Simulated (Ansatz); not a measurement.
**C3H9BO3 (SMILES COB(OC)OC): methods side by side**

C3H9BO3 has 16 atoms, charge 0, and is taken as a singlet. SMILES: `COB(OC)OC`. The shape is that of a PBE0-D4/def2-TZVP optimisation.

Quantity: the electronic atomisation energy, in eV. The values are calculated. Electronic energies at fixed atoms, without zero-point motion or spin-orbit coupling.

| level | kind | program | value (eV) | less CCSD(T)/6-31G* | CPU time (all runs) |
| --- | --- | --- | --- | --- | --- |
| revPBE/6-31G* (spherical functions) | GGA | Ansatz | 67.56 | +4.76 | 14 s |
| r2SCAN/6-31G* (spherical functions) | meta-GGA | Ansatz | 68.71 | +5.91 | 27 s |
| BHLYP/6-31G* (spherical functions) | global hybrid | Ansatz | 66.20 | +3.40 | 18 s |
| PBE0/6-31G* (spherical functions) | global hybrid | Ansatz | 68.58 | +5.78 | 17 s |
| CAM-B3LYP/6-31G* (spherical functions) | range-separated hybrid | Ansatz | 69.12 | +6.32 | 18 s |
| wB97X/6-31G* (spherical functions) | range-separated hybrid | Ansatz | 68.57 | +5.77 | 56 s |
| CCSD(T)/6-31G* (spherical functions) | coupled cluster or CI | Ansatz | 62.80 | 0.00 | 2.2 min |
| CCSD/6-31G* (spherical functions) | coupled cluster or CI | Ansatz | 62.26 | -0.54 | 63 s |

Differences are taken from CCSD(T)/6-31G* (spherical functions) for orientation; it has basis-set and higher-order errors of its own. The values span 62.26 to 69.12 eV. CPU times are rough (shared hosts, several kinds of processor): they show what a rung costs within a factor of a few.
